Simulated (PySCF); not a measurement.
How methods differ on the excitation energy of Pb⁺

Pb⁺ [Xe] 4f14 5d10 6s2 6p1 (2P) → Pb⁺ [Xe] 4f14 5d10 6s2 7s1 (2S), as a difference of total energies. All numbers are calculated (PySCF 2.14, a scalar-relativistic core potential, in aug-cc-pwCVDZ-PP with ECP60MDF (6s5p4d1f, 48 functions)). Correlated levels: valence: 5s2 5p6 5d10 frozen; valence and next inner shell: nothing frozen outside the core potential. The calculations carry no spin-orbit coupling.

| method | excitation energy (cm⁻¹) |
| --- | --- |
| UHF | 47690 |
| LDA | 48625 |
| PBE | 47378 |
| PBE0 | 48233 |
| r2SCAN | 49115 |
| LC-wPBE | 50030 |
| M06-2X | 47846 |
| PW91 | 47802 |
| TPSSh | 47878 |
| MP2 (valence) | 47436 |
| SCS-MP2 (valence) | 47501 |
| MP2 (valence and next inner shell) | 47081 |
| SCS-MP2 (valence and next inner shell) | 46820 |

Errors of the correlated levels include the incompleteness of this basis and the frozen core.

Which method comes closest to the reference value, and which is furthest?

The reference is 50061 cm⁻¹ (measured; NIST levels, between the centres of gravity of the two terms). Closest: LC-wPBE (error -31.371 cm⁻¹); furthest: SCS-MP2 (valence and next inner shell) (error -3241.5 cm⁻¹).
